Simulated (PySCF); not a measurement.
## Why did this PySCF run fail?

```python
from pyscf import gto, scf, mp

mol = gto.M(
    atom='Ge 0 0 0; Cl 0 0 1.917',
    basis='ano-rcc-vdzp',
    charge=0,
    spin=1,
    verbose=3,
)
mf = scf.UHF(mol)
mf = mf.sfx2c1e()
mf.max_cycle = 2
mf.kernel()
mp.MP2(mf, frozen=14).kernel()
mf.dip_moment()
print('orbital energies (hartree):', [e[max(0, n-3):n+3].round(4) for e, n in zip(mf.mo_energy, mol.nelec)])
```

```bash
$ OMP_NUM_THREADS=1 python input.py
```

The log, shortened:

```
SCF not converged.
SCF energy = -2558.00993716494 after 2 cycles  <S^2> = 0.75151749  2S+1 = 2.0015169
E(UMP2) = -2558.3674345097  E_corr = -0.357497344759462
E(SCS-UMP2) = -2558.33903122703  E_corr = -0.32909406209324
Dipole moment(X, Y, Z, Debye):  0.00000,  0.00000, -0.07273
orbital energies (hartree): [array([-0.4926, -0.4522, -0.2687, -0.0011,  0.1528,  0.2921]), array([-0.4892, -0.4774, -0.4172,  0.0166,  0.0521,  0.1688])]
```

Question: Which setting is at fault, why, and what does a mended input give?

Answer: The cycle limit (2): the limit is below the number of cycles that the SCF needs. With this edit
```diff
- mf.max_cycle = 2
```
the run finishes: E(SCF) = -2558.013593 Eh, E(MP2) − E(SCF) = -0.35700 Eh, ⟨S²⟩ = 0.755, μz(SCF) = -0.47 D.

The bond length is a typed value, not an optimised one. No search for the lowest solution was made.
